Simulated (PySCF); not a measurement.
ZrOCl, SMILES [O]=[Zr][Cl] (connectivity only; charge and spin as stated), neutral, multiplicity 2.

Geometry: B3LYP-D3(BJ)/def2-TZVP. The multiplicity is an assumed one; other spin states were not compared. The def2 effective core potentials stand for the cores of Zr; spin–orbit coupling is left out.

These are TDA-CAM-B3LYP/def2-TZVPD run with PySCF 2.14.0 values and carry that method's errors.

Vertical excitations. Isolated molecule, no solvent.

```
state    energy (eV)  λ (nm)      f                                                  main pairs
-------  -----------  ------  -----  ----------------------------------------------------------
root 1          0.65    1916  0.007                                          α HOMO→LUMO+1 88 %
root 2          0.85    1453  0.019                                            α HOMO→LUMO 95 %
root 3          2.23     556  0.043                      α HOMO→LUMO+2 76 %, α HOMO→LUMO+5 17 %
root 4          2.90     427  0.040                                          α HOMO→LUMO+3 86 %
root 5          3.87     321  0.055  α HOMO→LUMO+4 42 %, α HOMO→LUMO+6 32 %, α HOMO→LUMO+8 11 %
root 6          4.24     292  0.241                      α HOMO→LUMO+5 75 %, α HOMO→LUMO+2 13 %
root 7          4.55     273  0.001                        α HOMO−1→LUMO 10 %, β HOMO→LUMO 73 %
root 8          4.60     270  0.000                                        α HOMO−1→LUMO+1 77 %
root 9          4.70     264  0.004     α HOMO−1→LUMO 69 %, β HOMO→LUMO 10 %, β HOMO→LUMO+2 5 %
root 10         4.84     256  0.000                                        α HOMO−3→LUMO+1 75 %
```
Unrestricted roots are not spin-pure.
